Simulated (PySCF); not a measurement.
**C₆H₁₀N₂OSi: full NMR table**

- Formula: C6H10N2OSi
- SMILES: C=C(OC)[SiH2]/N=C/CC#N
- InChI: InChI=1S/C6H10N2OSi/c1-6(9-2)10-8-5-3-4-7/h5H,1,3,10H2,2H3/b8-5+
- Point group of the computed structure: C1
- Degrees of unsaturation: 4
- Carbon signals: 6
- Proton signals: 6

Bonds (- single, = double, # triple, : aromatic): C1=C2, C2-O3, O3-C4, C2-Si5, Si5-N6, N6=C7, C7-C8, C8-C9, C9#N10. C1 carries H11, H12; C4 carries H13, H14, H15; Si5 carries H16, H17; C7 carries H18; C8 carries H19, H20. Stereochemistry as in C=C(OC)[SiH2]/N=C/CC#N. H12 is cis to O3; H11 is trans to O3.

How the numbers were obtained: GIAO PBE0/pcSseg-1 shieldings, coordinates at the GFN2-xTB level, in PySCF 2.14.0 with density-fitted response routines (single conformer, non-relativistic, gas phase, one averaged value for each set of equivalent atoms).

Shifts are taken against calculated references (same method and geometry level): TMS for $^{1}$H (31.72 ppm), $^{13}$C (186.93 ppm), $^{29}$Si (349.16 ppm); $^{15}$N (267.73 ppm) vs NH3; $^{17}$O (336.08 ppm) vs H2O.

```tsv
carbon	δC, type	δH (multiplicity)	HMBC from (2–3 bonds)	span of the C tensor (ppm)
C1	99.6, CH2	H11 4.80 (m); H12 4.71 (m)	H16/H17	184
C2	170.5, C	–	H16/H17, H11, H12, H13/H14/H15	194
C4	55.9, CH3	3.73 (s)	–	81
C7	169.0, CH	8.51 (t)	H16/H17, H19/H20	201
C8	33.2, CH2	3.23 (d)	H18	41
C9	119.0, C	–	H18, H19/H20	337
```

Other nuclei:
```json
{"atoms": "H16/H17", "nucleus": "$^{1}$H", "environment": "hydrogen on a silicon bonded to C, N", "δ (ppm)": "5.18", "σ (ppm)": "26.54"}
{"atoms": "Si5", "nucleus": "$^{29}$Si", "environment": "silicon bonded to C, N, 2 H", "δ (ppm)": "-45.4", "σ (ppm)": "394.5"}
{"atoms": "N6", "nucleus": "$^{15}$N", "environment": "imine nitrogen", "δ (ppm)": "392.7", "σ (ppm)": "-125.0"}
{"atoms": "N10", "nucleus": "$^{15}$N", "environment": "nitrile nitrogen", "δ (ppm)": "307.4", "σ (ppm)": "-39.7"}
{"atoms": "O3", "nucleus": "$^{17}$O", "environment": "ether oxygen", "δ (ppm)": "124.2", "σ (ppm)": "211.9"}
```

1. Carbon types of the structure: 2 × C, 1 × CH, 2 × CH2, 1 × CH3, leaving 2 H on heteroatoms.
2. δC 170.5: alkene carbon bearing oxygen; an sp2 carbon further deshielded by the attached heteroatom.
3. δC 169.0: C=N carbon.
4. δC 119.0: nitrile carbon; C≡N carbons fall here, among the sp2 signals but without a proton.
5. δC 99.6: β carbon of an enol-ether or enamine type C=C; the O or N lone pair pushes π density onto this β carbon and shields it.
6. δH 8.51: hydrogen on a C=N carbon.

Shifts are as computed. Against solution values, carbons near 30 ppm lie about +3 ppm off and those near 130 ppm about +5 ppm. Of 1309 compounds with measured shifts, 239 miss one by over three times the rms of a fit or turn the order of signals round; such compounds aren't used in these exercises. Experimental scales use liquid or dissolved standards, which lie at an offset from isolated NH3 (liquid NH3: subtract about 20 ppm) and H2O (liquid H2O: subtract about 36 ppm). Unscaled 15N shifts of sp2 nitrogen come out 20 to 40 ppm too high even then. Multiplicities follow the n + 1 count of equivalent neighbours, as no J values were calculated; m marks all less simple cases, F and P coupling included.
